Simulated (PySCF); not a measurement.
**MLi for M along the alkali metals**

CCSD(T) with triple-zeta basis sets in PySCF, for the lowest determinant that a PBE0 search found; no spin–orbit coupling. De refers to high-spin ground-configuration atoms.

```tsv
M	basis	reference, frozen orbitals	state (unpaired electrons)	Re (Å)	ωe (cm⁻¹)	De (eV)
Li	x2c-TZVPPall	RHF, 0	singlet (closed shell)	2.712	340	0.97
Na	pcseg-2	RHF, 1	singlet (closed shell)	2.887	257	0.81
Rb	def2-TZVP	RHF, 0	singlet (closed shell)	3.580	176	0.61
Cs	def2-TZVP	RHF, 0	singlet (closed shell)	3.776	170	0.60
```

The shortest bond is that of Li2 (2.712 Å), the longest that of CsLi (3.776 Å).

The rows differ in basis set, which adds steps of its own.

Down a group the atoms grow and get heavier, so bonds lengthen and wavenumbers fall; this series shows no clear exception.

Correlated steps freeze the inner cores (0 to 1 orbitals); shallow outer-core shells are correlated. Spin–orbit coupling is left out. Where the molecule has an RHF reference, its open-shell atoms are computed with UHF.
